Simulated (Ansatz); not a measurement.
Consider the redistribution: `[NH2][Mg][O][SiH3]` + `C[O][GeH]([F])[F]` → `C[O][Mg][NH2]` + `[F][GeH]([F])[O][SiH3]`.

Calculated with Ansatz (gas phase, PBE0-D4/def2-TZVP geometries, no zero-point term in ΔE). CCSD(T)/CBS adds triple-zeta CCSD(T) − MP2 to the extrapolated MP2 energy (def2 sets, frozen cores). Functionals use def2-TZVPP. For Ge, Mg outer-core shells are correlated without core-valence functions, which leaves a few kJ/mol of doubt a bond. Scalar relativity is left out up to krypton. One conformer a species, not always the lowest.

`[NH2][Mg][O][SiH3]`:

Cartesian coordinates in Å:
```
N 0.557 2.884 -0.669
Mg 0.213 1.088 -0.250
O -0.117 -0.630 0.150
Si -0.420 -2.171 0.504
H 0.169 3.691 -0.206
H 1.165 3.222 -1.399
H -0.295 -3.044 -0.702
H 0.529 -2.693 1.531
H -1.801 -2.348 1.042
```

`C[O][GeH]([F])[F]`:

Cartesian coordinates in Å:
```
C 1.283 0.324 0.457
O -0.098 0.570 0.680
Ge -1.310 -0.194 -0.302
F -1.108 -1.903 -0.227
F -1.012 0.171 -1.959
H 1.837 0.910 1.191
H 1.589 0.637 -0.546
H 1.529 -0.733 0.592
H -2.710 0.218 0.114
```

`C[O][Mg][NH2]`:

```xyz
9

C    -2.104    0.530   -0.042
O    -0.770    0.197   -0.021
Mg    0.937   -0.235    0.016
N     2.761   -0.695    0.055
H    -2.629    0.176    0.858
H    -2.621    0.093   -0.909
H    -2.253    1.619   -0.094
H     3.513   -0.131    0.419
H     3.168   -1.554   -0.282
```

`[F][GeH]([F])[O][SiH3]`:

Cartesian coordinates in Å:
```
F 1.770 -0.209 -1.671
Ge 0.459 0.823 -1.263
F -0.857 0.251 -2.208
O 0.075 0.582 0.406
Si -0.443 -0.661 1.363
H 0.781 2.270 -1.587
H -0.340 -1.953 0.637
H 0.410 -0.689 2.575
H -1.854 -0.414 1.747
```

```csv
level,ΔE (eV)
revPBE-D4,0.31
SCS-MP2/def2-QZVPP,0.30
```

Problem. What does CCSD(T)/CBS give? (An estimate is asked.)

Solution. Computed: +0.31 eV. The listed levels differ from it by 0.00, -0.01 eV.

Largest T1 diagnostic among the species: 0.012.

In def2-TZVPP, CCSD(T) changes the Hartree–Fock value by +0.05 eV (the triples alone add +0.01 eV) and MP2 by +0.05 eV. Leaving LDA and LC-ωPBE aside and taking each functional with its dispersion term where it has one, the values, not all of them listed here, spread over 0.07 eV, from BHLYP-D4 to B97M-V.
